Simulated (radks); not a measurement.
Kinetic energies: the exact non-interacting value of the Kohn-Sham orbitals and orbital-free approximations, in hartree. Species: Gd3+ [Xe] 4f7; Ag [Kr] 4d10 5s1. Method: non-relativistic Kohn-Sham, PBE, spin-polarised, spherical densities, point nucleus; computed with a radial shooting solver on a logarithmic mesh with Libxc functionals. Every spin shell is full or empty, so the densities are truly spherical. Functionals are evaluated on that one density, not self-consistently.

functional         Gd3+       Ag
exact           10819.0  5197.38
Thomas-Fermi      10279   4917.5
TF + vW           14423   7121.5
TF + vW/9         10740   5162.4
TF + vW/5         11108   5358.3
APBEK             10822   5204.3
revAPBEK          10839   5213.9
Perdew 92         10740   5162.8
Thakkar           10740   5169.2
Pearson           10719   5149.0
LKT               12699   6218.7
PG1               12289   6000.6
DePristo-Kress    10797   5193.3
Ernzerhof         10766   5177.3
